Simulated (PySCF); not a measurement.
SMILES [CH2]F (CH2F), doublet, PBE0/def2-SVP optimised geometry.

```
4

C     -0.25    -0.19     0.00
F     -0.82     1.00     0.00
H     -0.85    -1.00     0.42
H      0.85    -0.19     0.00
```

Density from unrestricted PBE0/def2-TZVP in PySCF at that geometry.

Minimum of the electron density along straight lines between bonded atoms, close to the bond critical point (lines longer than 1.1 times the sum of covalent radii, or with two minima, are not listed):

```json
[
 {"bond": "C1–F2", "length / Å": "1.325", "ρ at the minimum / e bohr⁻³": "0.270", "∇²ρ there / e bohr⁻⁵": "?", "position (fraction from the first atom)": "0.33"},
 {"bond": "C1–H3", "length / Å": "1.093", "ρ at the minimum / e bohr⁻³": "0.283", "∇²ρ there / e bohr⁻⁵": "-1.01", "position (fraction from the first atom)": "0.66"},
 {"bond": "C1–H4", "length / Å": "1.093", "ρ at the minimum / e bohr⁻³": "0.283", "∇²ρ there / e bohr⁻⁵": "-1.01", "position (fraction from the first atom)": "0.66"}
]
```

What belongs in the gaps?


- C1–F2, ∇²ρ there / e bohr⁻⁵: 0.24
